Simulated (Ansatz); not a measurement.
Process, species as SMILES: C=[SiH2] (CH2-SiH2) → C atom + 4 H atom + Si atom
B3LYP-D3(BJ)/def2-TZVP geometries, fixed; electronic energies without zero-point terms.

Basis-set convergence of the atomisation energy at PBE with Ansatz (a first-principles code). Cartesian d functions, on some or all atoms, in 6-31G*, 6-31+G*, 6-31G**, 6-311G**, 6-311+G**; all else is spherical. The program fits the integrals of some runs and decomposes those of others, by size. Open shells are unrestricted. No added dispersion term, no relativity. Functions are those of the species that has most. Reference: the value in aug-pcseg-3, 461.39 kcal/mol, itself unsure by roughly 0.31 kcal/mol (its mean distance from aug-cc-pV(Q+d)Z, cc-pV(5+d)Z, def2-QZVPPD). Deviations are taken from unrounded values.

```tsv
basis	functions	atomisation energy (kcal/mol)	minus reference (kcal/mol)
STO-3G	18	593.35	131.96
3-21G	30	449.94	-11.45
6-31G	30	442.84	-18.55
6-31G*	42	458.05	-3.34
6-31+G*	50	456.42	-4.97
6-31G**	54	461.51	0.12
6-311G**	69	457.80	-3.59
def2-SVPD	76	461.81	0.42
6-311+G**	77	457.15	-4.24
6-311++G(2d,2p)	102	459.06	-2.33
def2-TZVPD	116	460.92	-0.46
def2-TZVPPD	153	461.61	0.23
6-311++G(3df,3pd)	158	461.09	-0.30
def2-QZVPPD	271	461.27	-0.12
```

The smallest set listed that lies within 1 kcal/mol of the reference with all its larger relatives (same family, alike in diffuse functions; a set with none counts only in the reference's own line) is def2-SVPD (76 functions, 0.42 kcal/mol off). Inside the window by cancellation, since a larger relative falls out: 6-31G**. Inside, with no larger relative to test it: 6-311++G(3df,3pd).
